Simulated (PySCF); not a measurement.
Static response to an electric field

Species: SiMe2(SiMe3)2, C8H24Si3.
Cartesian coordinates in Å at the PBE0-D3(BJ)/def2-SVP level; atoms count from 1:
```xyz
35
C8H24Si3 angstrom
Si     0.8684    0.0047    0.4642
C      1.0956    0.0586    2.3497
H      0.1217    0.0592    2.8643
H      1.6397    0.9665    2.6569
H      1.6662   -0.8145    2.7047
C      2.5781   -0.0455   -0.3624
H      3.1753    0.8382   -0.0863
H      2.4863   -0.0630   -1.4597
H      3.1387   -0.9432   -0.0556
Si    -0.2970    1.9324   -0.2088
C     -0.9195    1.7509   -1.9849
C     -1.7745    2.2088    0.9378
C      0.8482    3.4342   -0.1085
H     -1.4174    2.6745   -2.3229
H     -1.6460    0.9271   -2.0674
H     -0.0912    1.5399   -2.6797
H     -2.4590    1.3465    0.9266
H     -1.4441    2.3621    1.9773
H     -2.3460    3.1001    0.6305
H      1.2331    3.5722    0.9143
H      1.7128    3.3175   -0.7810
H      0.3163    4.3561   -0.3970
Si    -0.3235   -1.9318   -0.1293
C     -2.1377   -1.7796    0.3808
C     -0.2234   -2.1938   -1.9989
C      0.4348   -3.4316    0.7382
H     -2.6903   -2.7032    0.1422
H     -2.6313   -0.9473   -0.1453
H     -2.2341   -1.5985    1.4631
H     -0.6520   -1.3411   -2.5477
H      0.8222   -2.3126   -2.3244
H     -0.7741   -3.1015   -2.2961
H      1.4935   -3.5561    0.4605
H      0.3825   -3.3266    1.8333
H     -0.0977   -4.3565    0.4609
```

Level: PBE0/def2-SVPD (PySCF), static field, nuclei fixed, core orbitals frozen in the response. The polarisability tensor in these axes (au):

```
x   176.45   0.18   2.28
y     0.18 201.69  -0.61
z     2.28  -0.61 173.35
```

Task: What are the eigenvalues, a third of the trace, and Δα (Δα² = ½Σ(αi − αj)² over the three pairs)?

Result: Principal values 172.13, 177.65 and 201.70 au; mean 183.83 au = 27.24 Å³ = 30.31 × 10⁻⁴⁰ C²·m²/J; Δα = 27.23 au (15 % of the mean).

Task: What is the dipole moment?

Result: 0.01 D at this geometry.

Task: Rayleigh depolarisation ratio (linearly polarised light, static tensor)?

Result: ρ = 3Δα²/(45ᾱ² + 4Δα²) = 2224.5/(1520683 + 2965.9) = 0.00146.

Task: What would n − 1 = 2πNα be for an ideal gas of these molecules at 298.15 K and 1 atm, electronic part alone?

Result: N = p/kT = 2.4615 × 10¹⁹ cm⁻³, so n − 1 = 2π × N × 27.24 × 10⁻²⁴ cm³ = 4213 × 10⁻⁶ at long wavelengths, for an ideal gas.

Task: Give the eigenvalues of the traceless quadrupole moment Θ = ½Σq(3rr − r²1), origin at the centre of nuclear charge.

Result: -1.00, -0.18, 1.18 D·Å. The electronic extent ⟨r²⟩ about the same centre is 3240 bohr², a root-mean-square distance of 2.82 Å for the 114 electrons.

Task: Give the principal axes and the span of the nuclei along them.

Result: Largest value along (0.01, 1.00, -0.02), where the nuclei span 8.73 Å; middle along (0.88, 0.01, 0.47), 5.19 Å; least along (-0.47, 0.02, 0.88), 4.96 Å. The response follows the extents in order.

Task: Molar refractivity from α?

Result: Lorentz–Lorenz: R = (4π/3)N_A α = 2.5225 cm³/(mol·Å³) × 27.24 Å³ = 68.7 cm³/mol, in the limit of long wavelengths.

Isolated species at its PBE0-D3(BJ)/def2-SVP geometry, gas phase.
